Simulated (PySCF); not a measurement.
Si(Me)2(OH)2 (C2H8O2Si), SMILES C[Si](C)(O)O.

Geometry optimised at B3LYP-D3(BJ)/def2-SVP. Other conformers were not sampled.

Two levels are set side by side: PBE/def2-TZVP (PySCF) and r2SCAN/def2-TZVP (PySCF). Same geometry, gas phase. Differences are taken from unrounded values.

```csv
quantity,PBE
orbital gap (eV),6.41
highest occupied level (eV),-6.70
lowest empty level (eV),-0.29
dipole moment (D),2.14
mean polarisability (bohr³),57.7
```

### Question
These are the PBE values. What does r2SCAN give? (Estimate from the structure and the level; the computed values follow.)

### Answer

```tsv
quantity	r2SCAN	PBE minus r2SCAN
orbital gap (eV)	7.47	-1.06
highest occupied level (eV)	-7.03	0.33
lowest empty level (eV)	0.44	-0.73
dipole moment (D)	2.21	-0.07
mean polarisability (bohr³)	55.8	1.9
```

Rough cost on one machine, each run with all the roots and properties that it gave: r2SCAN against PBE about 4 times.
